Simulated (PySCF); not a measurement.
Zn(Me)(SH), SMILES [CH3][Zn][SH] (B3LYP/def2-SVP optimised geometry):

```
7

Zn     0.045     0.128     0.000
C     -1.906     0.156     0.014
H     -2.307    -0.675     0.616
H     -2.308     0.067    -1.008
H     -2.275     1.100     0.446
S      2.250     0.128     0.000
H      2.308    -1.100    -0.570
```

Calculation: B3LYP/def2-TZVP (PySCF).

Question: What are the frontier orbital energies and the dipole moment?

Answer: HOMO-2 -9.05 eV, HOMO-1 -7.60 eV, HOMO -6.83 eV, LUMO -0.67 eV, LUMO+1 -0.59 eV; dipole moment 1.82 D.

On the same geometry PBE/def2-TZVP (PySCF 2.14.0) gives HOMO-2 -8.05 eV, HOMO-1 -6.74 eV, HOMO -5.90 eV, LUMO -1.15 eV, LUMO+1 -1.07 eV; dipole moment 1.80 D.

Meta-Löwdin charges at B3LYP/def2-TZVP: Zn1 1.04, C2 -0.81, H3 0.12, H4 0.12, H5 0.12, S6 -0.68, H7 0.09.
